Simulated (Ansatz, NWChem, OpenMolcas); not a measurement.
# A small benchmark: dipole moment

8 molecules; the dipole moment in D, computed less measured. Shapes, held fixed at every level: PBE0-D4/def2-TZVP. No vibrational averaging. Dipoles are compared by magnitude; molecules under 1 D, whose direction can flip, are left out. Programs: Ansatz 0.2.0, NWChem 7.3.0, OpenMolcas 26.06. A level may come from different programs for different species; with the same settings they agree closely. Measured values: NIST CCCBDB.

Levels: A = SVWN5/aug-cc-pVDZ; B = BLYP/aug-cc-pVDZ; C = TPSS/aug-cc-pVDZ.

```
                     molecule  measured      A      B      C
             C2H2O (ethenone)      1.42  +0.04  -0.04  -0.03
CHBrF2 (bromodifluoromethane)      1.50  -0.16  -0.18  -0.15
 C2H2F2 (vinylidene fluoride)      1.38  -0.23  -0.26  -0.23
       C2H3Br (vinyl bromide)      1.42  -0.03  -0.07  +0.03
     C2H3FO (acetyl fluoride)      2.96   0.00  -0.07  -0.08
             C2H4S (thiirane)      1.85  +0.02   0.00  +0.09
           CH5N (methylamine)      1.31  -0.01  -0.04  -0.05
  C2H5N (N-methylmethanimine)      1.53  -0.08  -0.11  -0.09
```

(1) Sum up the errors.

Answers

(1) 
```csv
level,kind,mean error,mean absolute error,worst case
SVWN5/aug-cc-pVDZ,LDA,-0.056,0.071,C2H2F2
BLYP/aug-cc-pVDZ,GGA,-0.096,0.096,C2H2F2
TPSS/aug-cc-pVDZ,meta-GGA,-0.064,0.094,C2H2F2
```

On this set SVWN5/aug-cc-pVDZ has the smallest mean absolute error and BLYP/aug-cc-pVDZ the largest. Without C2H2F2 the largest would be that of TPSS/aug-cc-pVDZ. BLYP/aug-cc-pVDZ is too low in 7 of 8; TPSS/aug-cc-pVDZ is too low in 6 of 8. All levels miss C2H2F2 on one side, which points to its shape or to the tabulated value. The smallest two are near a tie. The largest two are near a tie. Relativity is left out for Br. The set is small.
